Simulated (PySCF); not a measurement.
## Zr⁺ (zirconium, charge +1) across methods

[Kr] 4d1 5s1 5p1, one real determinant (an excited configuration). Calculation: PySCF 2.14, in dyall-av2z (22s15p11d2f, 136 functions); the non-relativistic Hamiltonian (point nucleus).

```tsv
method	E (hartree)	mean ε 4d α (eV)	mean ε 5s α (eV)	mean ε 5p α (eV)	Σ⟨r²⟩ (bohr²)	⟨S²⟩
r2SCAN0	-3540.52	-16.033	-12.891	-8.994	55.29	3.751
PBE	-3540.07	-14.381	-11.937	-8.289	55.22	3.750
r2SCAN	-3540.50	-14.761	-12.096	-8.360	55.23	3.751
LDA	-3536.33	-14.267	-12.110	-8.255	55.02	3.750
UHF	-3538.63991	-19.060	-14.729	-10.294	56.48	3.753
B3LYP	-3540.55	-15.372	-12.543	-8.699	55.29	3.751
revPBE	-3540.26	-14.385	-11.888	-8.299	55.25	3.751
PBE0	-3540.19	-15.772	-12.760	-8.981	55.29	3.751
```

⟨L²⟩ = 8.03 against 12 for a pure F term, so this real determinant mixes terms. A non-relativistic calculation at this Z misses sizeable relativistic shifts.
